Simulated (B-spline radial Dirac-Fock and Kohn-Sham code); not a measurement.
**X-ray form factors of nickel in several charge states**

Model: Dirac-Fock orbitals of the configuration average with a finite nucleus. Program: a B-spline atomic structure program.

Configurations: Ni [Ar] 3d8 4s2; Ni⁺ [Ar] 3d9; Ni²⁺ [Ar] 3d8; Ni³⁺ [Ar] 3d7; Ni⁴⁺ [Ar] 3d6; Ni⁵⁺ [Ar] 3d5. The first column is f₀ of Ni, the others are differences from it.

```tsv
s (Å⁻¹)	Ni	Δ Ni⁺	Δ Ni²⁺	Δ Ni³⁺	Δ Ni⁴⁺	Δ Ni⁵⁺
0	28.000	-1.000	-2.000	-3.000	-4.000	-5.000
0.05	27.356	-0.703	-1.635	-2.589	-3.555	-4.527
0.1	25.806	-0.128	-0.886	-1.715	-2.584	-3.478
0.15	23.972	+0.269	-0.272	-0.929	-1.658	-2.436
0.2	22.147	+0.384	+0.046	-0.430	-1.001	-1.640
0.25	20.386	+0.328	+0.147	-0.165	-0.580	-1.077
0.3	18.692	+0.218	+0.143	-0.039	-0.317	-0.680
0.35	17.080	+0.115	+0.103	+0.016	-0.153	-0.400
0.4	15.574	+0.037	+0.061	+0.035	-0.052	-0.206
0.45	14.194	-0.012	+0.027	+0.039	+0.008	-0.076
0.5	12.954	-0.038	+0.005	+0.036	+0.040	+0.005
0.6	10.907	-0.050	-0.014	+0.025	+0.057	+0.073
0.7	9.390	-0.037	-0.014	+0.016	+0.047	+0.074
0.8	8.300	-0.021	-0.008	+0.009	+0.030	+0.053
0.9	7.519	-0.008	-0.003	+0.005	+0.017	+0.032
1	6.944	-0.001	0.000	+0.003	+0.009	+0.017
1.1	6.496	+0.002	+0.001	+0.002	+0.005	+0.010
1.2	6.118	+0.002	+0.001	+0.002	+0.004	+0.009
1.4	5.451	-0.002	-0.001	+0.002	+0.007	+0.015
1.6	4.819	-0.006	-0.003	+0.002	+0.010	+0.021
```

Values without a named source are computed, but for edge energies of neutral atoms, which are taken from tables.
